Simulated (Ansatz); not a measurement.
Geometry optimisation of H$_{8}$N$_{2}$O$_{2}$Si$_{2}$ (`N[SiH2]O[SiH](N)O`).

```yaml
crystal:
  periodic: [false, false, false]
  atoms:
    - {symbol: N, position_ang: [-0.331820, -0.644320, 1.944920]}
    - {symbol: Si, position_ang: [-0.263640, 1.022680, 1.500080]}
    - {symbol: O, position_ang: [-0.123820, 1.103120, -0.108090]}
    - {symbol: Si, position_ang: [-0.124980, 0.266980, -1.497430]}
    - {symbol: N, position_ang: [1.314140, -0.692530, -1.471290]}
    - {symbol: O, position_ang: [-1.400190, -0.719780, -1.663040]}
    - {symbol: H, position_ang: [-0.382820, -0.886340, 2.920730]}
    - {symbol: H, position_ang: [0.298090, -1.271950, 1.467590]}
    - {symbol: H, position_ang: [0.889710, 1.786450, 1.989290]}
    - {symbol: H, position_ang: [-1.551400, 1.596220, 1.881780]}
    - {symbol: H, position_ang: [-0.304330, 1.263020, -2.537980]}
    - {symbol: H, position_ang: [2.177710, -0.222880, -1.253720]}
    - {symbol: H, position_ang: [1.462010, -1.325370, -2.240940]}
    - {symbol: H, position_ang: [-1.658670, -1.275300, -0.931900]}
basis:
  gaussian: {orbitals: def2-TZVP}
hamiltonian: {xc: pbe0, dispersion: d4}
relax: {f_tol: 0.005, max_steps: 150}
```

```sh
$ ansatz run in.yaml --threads 2 --pin off --events-out ev --progress --plain --max-ram 22528MiB --backend cuda --devices 0, --max-vram 18GiB
```

It prints (some lines left out):

```
Functional definition: PBE0
mean field -22954.56524679 eV, -843.5647136563 hartree, gradient 4.9e-5 eV, S^2 0.000000; 0 other end points of the search recorded, 0 dependent functions left out
relax step   1: F+E_penalty+E_count = -22954.85936503 eV  Δ(F+E_penalty+E_count) = +0.000e0 eV  max|allowed force component| = 6.142e-1 eV/Å  Δτ_max = 0.0000 Å  (28 SCF iters, accepted)
mean field -22954.64543062 eV, -843.5676603579 hartree, gradient 1.8e-5 eV, S^2 0.000000; 0 other end points of the search recorded, 0 dependent functions left out
relax step   2: F+E_penalty+E_count = -22954.93918797 eV  Δ(F+E_penalty+E_count) = -7.982e-2 eV  max|allowed force component| = 2.693e-1 eV/Å  Δτ_max = 0.1305 Å  (30 SCF iters, accepted)
mean field -22954.66537819 eV, -843.5683934174 hartree, gradient 1.8e-5 eV, S^2 0.000000; 0 other end points of the search recorded, 0 dependent functions left out
relax step   3: F+E_penalty+E_count = -22954.96009454 eV  Δ(F+E_penalty+E_count) = -2.091e-2 eV  max|allowed force component| = 3.509e-1 eV/Å  Δτ_max = 0.1079 Å  (30 SCF iters, accepted)
mean field -22954.69729409 eV, -843.5695663050 hartree, gradient 1.4e-5 eV, S^2 0.000000; 0 other end points of the search recorded, 0 dependent functions left out
relax step   4: F+E_penalty+E_count = -22954.99518794 eV  Δ(F+E_penalty+E_count) = -3.509e-2 eV  max|allowed force component| = 3.325e-1 eV/Å  Δτ_max = 0.2000 Å  (29 SCF iters, accepted)
mean field -22954.70746106 eV, -843.5699399345 hartree, gradient 2.7e-5 eV, S^2 0.000000; 0 other end points of the search recorded, 0 dependent functions left out
relax step   5: F+E_penalty+E_count = -22955.00976580 eV  Δ(F+E_penalty+E_count) = -1.458e-2 eV  max|allowed force component| = 5.679e-1 eV/Å  Δτ_max = 0.1981 Å  (29 SCF iters, accepted)
mean field -22954.71659761 eV, -843.5702756963 hartree, gradient 1.5e-5 eV, S^2 0.000000; 0 other end points of the search recorded, 0 dependent functions left out
relax step   6: F+E_penalty+E_count = -22955.01979720 eV  Δ(F+E_penalty+E_count) = -1.003e-2 eV  max|allowed force component| = 3.673e-1 eV/Å  Δτ_max = 0.0610 Å  (31 SCF iters, accepted)
mean field -22954.71700973 eV, -843.5702908415 hartree, gradient 2.1e-5 eV, S^2 0.000000; 0 other end points of the search recorded, 0 dependent functions left out
relax step   7: F+E_penalty+E_count = -22955.02129932 eV  Δ(F+E_penalty+E_count) = -1.502e-3 eV  max|allowed force component| = 3.370e-1 eV/Å  Δτ_max = 0.2000 Å  (29 SCF iters, accepted)
mean field -22954.72528481 eV, -843.5705949452 hartree, gradient 2.0e-5 eV, S^2 0.000000; 0 other end points of the search recorded, 0 dependent functions left out
relax step   8: F+E_penalty+E_count = -22955.03098662 eV  Δ(F+E_penalty+E_count) = -9.687e-3 eV  max|allowed force component| = 3.189e-1 eV/Å  Δτ_max = 0.1559 Å  (30 SCF iters, accepted)
mean field -22954.73003419 eV, -843.5707694816 hartree, gradient 1.5e-5 eV, S^2 0.000000; 0 other end points of the search recorded, 0 dependent functions left out
relax step   9: F+E_penalty+E_count = -22955.03578932 eV  Δ(F+E_penalty+E_count) = -4.803e-3 eV  max|allowed force component| = 3.116e-2 eV/Å  Δτ_max = 0.0629 Å  (30 SCF iters, accepted)
mean field -22954.73102567 eV, -843.5708059179 hartree, gradient 1.5e-5 eV, S^2 0.000000; 0 other end points of the search recorded, 0 dependent functions left out
relax step  10: F+E_penalty+E_count = -22955.03674908 eV  Δ(F+E_penalty+E_count) = -9.598e-4 eV  max|allowed force component| = 2.203e-2 eV/Å  Δτ_max = 0.0296 Å  (31 SCF iters, accepted)
mean field -22954.73090791 eV, -843.5708015902 hartree, gradient 1.5e-5 eV, S^2 0.000000; 0 other end points of the search recorded, 0 dependent functions left out
relax step  11: F+E_penalty+E_count = -22955.03694916 eV  Δ(F+E_penalty+E_count) = -2.001e-4 eV  max|allowed force component| = 2.822e-2 eV/Å  Δτ_max = 0.0204 Å  (31 SCF iters, accepted)
mean field -22954.73099759 eV, -843.5708048860 hartree, gradient 1.5e-5 eV, S^2 0.000000; 0 other end points of the search recorded, 0 dependent functions left out
relax step  12: F+E_penalty+E_count = -22955.03702826 eV  Δ(F+E_penalty+E_count) = -7.910e-5 eV  max|allowed force component| = 1.537e-2 eV/Å  Δτ_max = 0.0050 Å  (32 SCF iters, accepted)
mean field -22954.73088298 eV, -843.5708006742 hartree, gradient 1.5e-5 eV, S^2 0.000000; 0 other end points of the search recorded, 0 dependent functions left out
relax step  13: F+E_penalty+E_count = -22955.03712524 eV  Δ(F+E_penalty+E_count) = -9.697e-5 eV  max|allowed force component| = 1.875e-2 eV/Å  Δτ_max = 0.0204 Å  (31 SCF iters, accepted)
mean field -22954.73096921 eV, -843.5708038430 hartree, gradient 1.5e-5 eV, S^2 0.000000; 0 other end points of the search recorded, 0 dependent functions left out
relax step  14: F+E_penalty+E_count = -22955.03723477 eV  Δ(F+E_penalty+E_count) = -1.095e-4 eV  max|allowed force component| = 1.633e-2 eV/Å  Δτ_max = 0.0198 Å  (31 SCF iters, accepted)
mean field -22954.73100010 eV, -843.5708049781 hartree, gradient 1.5e-5 eV, S^2 0.000000; 0 other end points of the search recorded, 0 dependent functions left out
relax step  15: F+E_penalty+E_count = -22955.03726385 eV  Δ(F+E_penalty+E_count) = -2.908e-5 eV  max|allowed force component| = 8.513e-3 eV/Å  Δτ_max = 0.0108 Å  (32 SCF iters, accepted)
mean field -22954.73097962 eV, -843.5708042255 hartree, gradient 1.7e-5 eV, S^2 0.000000; 0 other end points of the search recorded, 0 dependent functions left out
relax step  16: F+E_penalty+E_count = -22955.03727610 eV  Δ(F+E_penalty+E_count) = -1.225e-5 eV  max|allowed force component| = 2.543e-3 eV/Å  Δτ_max = 0.0052 Å  (23 SCF iters, accepted)
mean field -22954.73097962 eV, -843.5708042255 hartree, gradient 2.0e-5 eV, S^2 0.000000; 1 other end points of the search recorded, 0 dependent functions left out
Total energy: -22955.03731302 eV, -843.5820617704 hartree
Atom 0 at    -0.431714    -0.688538     1.643903 Å, force    -0.001510    -0.001064     0.000399 eV/Å
Atom 1 at    -0.188122     1.004488     1.395342 Å, force     0.001669     0.001459     0.001717 eV/Å
Atom 2 at    -0.173472     1.326390    -0.209990 Å, force     0.000602    -0.002543    -0.001568 eV/Å
Atom 3 at    -0.170208     0.278017    -1.472260 Å, force     0.001162     0.001653     0.002020 eV/Å
Atom 4 at     1.357267    -0.506339    -1.419615 Å, force    -0.002010     0.000131    -0.001572 eV/Å
Atom 5 at    -1.338516    -0.857954    -1.348690 Å, force     0.000295    -0.000263     0.001217 eV/Å
Atom 6 at    -1.037971    -0.977852     2.395748 Å, force     0.000029    -0.000738    -0.000284 eV/Å
Atom 7 at     0.358986    -1.310741     1.562052 Å, force     0.000496     0.002453     0.000120 eV/Å
Atom 8 at     1.097578     1.497336     1.953076 Å, force    -0.000639    -0.001088    -0.001212 eV/Å
Atom 9 at    -1.332200     1.687803     2.045608 Å, force     0.000585    -0.000618    -0.001413 eV/Å
Atom 10 at    -0.464897     1.053477    -2.693772 Å, force    -0.000375    -0.000204     0.000321 eV/Å
Atom 11 at     2.195964     0.053562    -1.393807 Å, force    -0.001173    -0.000272     0.000735 eV/Å
Atom 12 at     1.496365    -1.321870    -1.996504 Å, force     0.001292     0.000755     0.000989 eV/Å
Atom 13 at    -1.369069    -1.237778    -0.461092 Å, force    -0.000423     0.000340    -0.001470 eV/Å
Dipole moment:     0.376346    -0.337091     0.357646 e Å
```

Run time 21 s (2 threads of an AMD EPYC 7R13 on a shared host and a share of an NVIDIA H100 80 GB); peak host memory 0.93 GiB.
